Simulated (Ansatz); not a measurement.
A run for Ansatz (a first-principles code): R-PBE/cc-pVTZ on CH6GeO (SMILES C[O][GeH3]), a point of a bond scan (R = 1.532 Å).

Ansatz 0.2 input:
```yaml
crystal:
  periodic: [false, false, false]
  atoms:
    - {symbol: Ge, position_ang: [0.70620540, -0.11748486, 0.11798120]}
    - {symbol: O, position_ang: [-0.90591936, -0.12633232, -0.65985098]}
    - {symbol: C, position_ang: [-1.98001064, 0.51275973, 0.00577285]}
    - {symbol: H, position_ang: [1.61131230, -0.88016059, -0.85430897]}
    - {symbol: H, position_ang: [1.16139681, 1.34424293, 0.31136889]}
    - {symbol: H, position_ang: [0.60492437, -0.81782501, 1.48929881]}
    - {symbol: H, position_ang: [-1.79297789, 1.58363694, 0.15372861]}
    - {symbol: H, position_ang: [-2.87068016, 0.40371520, -0.61514246]}
    - {symbol: H, position_ang: [-2.18512951, 0.06000634, 0.98382744]}
basis:
  gaussian:
    orbitals: cc-pVTZ
    pivot_positions_ang: [[0.70620540, -0.11748486, 0.11798120], [-0.90591936, -0.12633232, -0.65985098], [-1.98001064, 0.51275973, 0.00577285], [1.61131230, -0.88016059, -0.85430897], [1.16139681, 1.34424293, 0.31136889], [0.60492437, -0.81782501, 1.48929881], [-1.79297789, 1.58363694, 0.15372861], [-2.87068016, 0.40371520, -0.61514246], [-2.18512951, 0.06000634, 0.98382744]]
hamiltonian:
  xc: {name: PBE}
scf: {lower_state_search: off}
output: {orbitals: {seedname: ./end}}
```

Predict the final total energy.

-2193.5539 hartree.
